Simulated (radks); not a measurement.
Charge is removed step by step from the 3d down level of Co2+, starting from [Ar] 3d(up 5, down 2). Calculated with a radial shooting solver on a logarithmic mesh with Libxc functionals: scalar-relativistic Kohn-Sham, PBE, spin-polarised, spherical densities, finite nucleus; Fermi nuclear charge, rms radius 3.7875 fm.

| removed (e) | E - E(0) (eV) | eigenvalue (eV) | E minus straight line (eV) |
|---|---|---|---|
| 0 | 0.000 | -25.291 | 0.000 |
| 0.125 | 3.285 | -27.278 | -0.918 |
| 0.25 | 6.821 | -29.312 | -1.584 |
| 0.375 | 10.614 | -31.390 | -1.994 |
| 0.5 | 14.670 | -33.511 | -2.141 |
| 0.625 | 18.994 | -35.674 | -2.020 |
| 0.75 | 23.590 | -37.878 | -1.626 |
| 0.875 | 28.464 | -40.122 | -0.955 |
| 1 | 33.622 | -42.404 | 0.000 |

Removing the whole electron costs 33.622 eV by Delta-SCF, against 25.291 eV from minus the eigenvalue at the starting occupation. Slater's transition state (half an electron removed) gives 33.511 eV. Integrating minus the eigenvalue over the occupation (Janak's theorem) gives 33.623 eV. In this scalar-relativistic scheme the density is built from large components alone, so the theorem holds only approximately. The mean slope of the eigenvalue, de/dn, is 17.1 eV per electron. Ionisation energy of Co2+ in the NIST Atomic Spectra Database: 33.5 eV (semi-empirical).
